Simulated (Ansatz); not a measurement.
Input file:

```yaml
crystal:
  periodic: [false, false, false]
  atoms:
    - { symbol: Zr, position_ang: [0.0, 0.0, 0.0] }
    - { symbol: O, position_ang: [0.0, 0.0, 2.42] }
    - { symbol: H, position_ang: [-0.9095, -0.2814, 2.7571] }
    - { symbol: Cl, position_ang: [2.3764, 0.0, -0.8392] }
    - { symbol: Cl, position_ang: [-1.1869, 2.0563, -0.8392] }
    - { symbol: Cl, position_ang: [-1.1869, -2.0563, -0.8392] }
    - { symbol: H, position_ang: [1.1221, -1.704, 0.6779] }
    - { symbol: H, position_ang: [0.8445, -1.2825, 1.7004] }
basis:
  gaussian: { orbitals: def2-SVP }
hamiltonian:
  xc: cam_b3lyp
relax:
  f_tol: 0.15
  max_steps: 25
  restrain:
    - { distance: [0, 6], at: 3.05, k: 30.0 }
    - { distance: [7, 1], at: 2.21, k: 30.0 }
    - { distance: [0, 1], at: 2.07, k: 30.0 }
    - { distance: [7, 6], at: 0.66, k: 30.0 }
```

Command:

```bash
$ ansatz run input.yaml --threads 4 --pin off --max-ram 5120MiB --backend cpu --events-out ev --progress --plain --runs-dir out
```

Hardware: 4 threads of Arm Neoverse V2, with other jobs on the host.

Q: Roughly how long does this run take, and how much memory?

A: 31 s, with a peak of 0.36 GiB, for 13 ionic steps.
